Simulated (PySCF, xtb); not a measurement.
Ga(F)(vinyl)(OH) (C₂H₄FGaO), SMILES C=[CH][Ga]([OH])[F]. The values are those of a single conformer.

Harmonic wavenumbers (cm⁻¹) from xtb with GFN2-xTB at its own minimum, in rising order: 71, 82, 137, 145, 258, 306, 421, 458, 476, 525, 580, 907, 955, 1003, 1173, 1368, 1636, 3006, 3046, 3077, 3621.

Problem. What does PBE-D3(BJ)/def2-SVP in PySCF give at its own minimum? (Estimate from the structure and the level; the computed values follow.)

Solution. 67, 88, 173, 180, 287, 364, 468, 561, 669, 693, 813, 960, 969, 1006, 1214, 1370, 1607, 3047, 3094, 3142, 3730. Paired by order, the mean absolute difference is 63 cm⁻¹ and the zero-point energies are 33.2 and 35.0 kcal/mol.
